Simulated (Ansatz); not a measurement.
System: C2H2Cl3, charge -1, multiplicity 1. It need not be the lowest isomer of its formula. Whether it binds its extra electron was not tested at this geometry. SMILES: ClC[C-](Cl)Cl
Coordinates optimised at B3LYP-D3(BJ)/def2-TZVP (Ansatz, a first-principles code):
```xyz
7

C     -0.9527    -0.3910     0.0528
C      0.4572    -0.1083     0.5166
Cl     1.2588    -1.7990     0.0595
Cl     1.1477     1.0912    -0.7744
Cl    -2.0876     0.9874     0.5397
H     -1.1175    -0.4984    -1.0225
H     -1.3322    -1.2592     0.5846
```
Charge -1, spin multiplicity 1.

Task: Give the harmonic wavenumbers at B3LYP-D3(BJ)/def2-TZVP (Ansatz, finite differences of forces, unscaled).

Result: 102, 187, 219, 279, 367, 468, 494, 651, 933, 981, 1161, 1249, 1448, 3010, 3126 cm⁻¹. Zero-point energy 21.0 kcal/mol.

Task: From these and the geometry, give the ideal-gas thermochemistry at 298.15 K and 1 atm (rigid rotor, harmonic oscillator).

Result: Point group C1, rotational symmetry number 1. Rotational constants 3.282, 1.406, 1.016 GHz. S(trans) 40.55, S(rot) 28.62, S(vib) 12.39, S(elec, spin only) 0.00, S 81.6 cal/(mol K). H(298) - H(0) 4.49 kcal/mol; G - E(el) 1.1 kcal/mol.
